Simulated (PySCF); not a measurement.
C2H3ClF2Sn, singlet, geometry from GFN2-xTB (such geometries of metal compounds can be far from the true shape) (core potentials on Sn). Base run: DF-PBE0/def2-SV(P) in PySCF.

The PySCF input:
```python
from pyscf import gto, scf, dft

mol = gto.Mole()
mol.atom = '''
    C    -2.98550004   -0.52998743    0.13425536
    C    -1.98466281   -0.52903542   -0.70602361
    Sn    0.06735409   -0.07371591    0.00101450
    F    -0.22848781    0.46528705    1.91869965
    F     1.07698581   -1.80798789    0.11618350
    Cl    1.62874785    1.40862595   -0.83279154
    H    -2.87184210   -0.29998621    1.18235755
    H    -3.98704517   -0.76997694   -0.20052402
    H    -2.01303532   -0.75243766   -1.75844090
'''
mol.basis = 'def2-sv(p)'
mol.ecp = {'Sn': 'def2-sv(p)'}
mol.verbose = 4
mol.max_memory = 1800
mol.build()

mf = dft.RKS(mol)
mf.xc = 'pbe0'
mf = mf.density_fit(auxbasis='def2-universal-jkfit')
mf.kernel()
```

All variants below ran on the same shared machine, one core each. Differences are taken from the largest basis of the def2 family in the series, which isn't the basis-set limit (def2-TZVPP: -951.977919 Eh). The cheapest run took around 12 core-seconds (rough).

| setting | basis functions | cost, times the cheapest (rough) | difference in total energy (mEh) |
|---|---|---|---|
| def2-SV(P) | 106 | 1 | 523.14 |
| def2-SVP | 115 | 1 | 515.03 |
| def2-TZVPP | 258 | 3 | reference |
| def2-TZVP | 229 | 3 | 1.10 |

Times come from a shared machine, hold the start-up and are rough. Total energies converge more slowly with the basis than energy differences do.
